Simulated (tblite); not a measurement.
Compound: C13H7NS2.
Bonds: C1–C2 (aromatic), C2–C3 (aromatic), C3–C4 (aromatic), C4–C5 (aromatic), C5–C6 (aromatic), C6–C7 (aromatic), C7–C8 (aromatic), C8–C9 (aromatic), C9–C10 (aromatic), C10–S11 (aromatic), S11–N12 (aromatic), N12–C13 (aromatic), C13–C14 (aromatic), C14–C15 (aromatic), C4–S16 (aromatic), C1–S16 (aromatic), C3–C15 (aromatic), C7–C15 (aromatic), C10–C14 (aromatic). Hydrogens: H17 on C1; H18 on C2; H19 on C5; H20 on C6; H21 on C8; H22 on C9; H23 on C13.

Level: GFN2-xTB in tblite, geometry and Hessian alike; calculated harmonic values, unscaled, isolated species. This tight-binding method is rough: wavenumbers can miss measured ones by several per cent, in bad cases by 10 to 20.

Q: How many normal modes are there?

A: 23 atoms, non-linear: 3N − 6 = 63.

Q: What is the point group of the computed structure, and how do the modes divide by symmetry?

A: Cs. The vibrations span 43 a′ + 20 a″.

Q: How many distinct wavenumbers does the calculation give?

A: 63: Cs has no degenerate species.

Q: How many fundamentals are allowed in the infrared by symmetry?

A: 63 of 63: in Cs every mode is allowed. All fundamentals are allowed in the Raman spectrum.

Q: What zero-point energy do the modes add up to?

A: Half the sum of the wavenumbers, 34605 cm⁻¹, or 4.291 eV from 62 modes; those above 1550 cm⁻¹ give 1.550 eV of it. The slightly imaginary mode (16.1i cm⁻¹) is left out.

Q: How far is the lowest real mode excited at 298.15 K, as a harmonic oscillator?

A: θ = hcν̃/k = 102 K for 70.9 cm⁻¹, so N1/N0 = 0.71 and ⟨v⟩ = 1/(exp(θ/T) − 1) = 2.5.

The run took 2.4 s wall, 9.4 s CPU on 4 threads of an Intel Xeon Platinum 8488C, shared host with 96 logical CPUs at a one-minute load of 56. This covers the Hessian and the dipole derivatives.
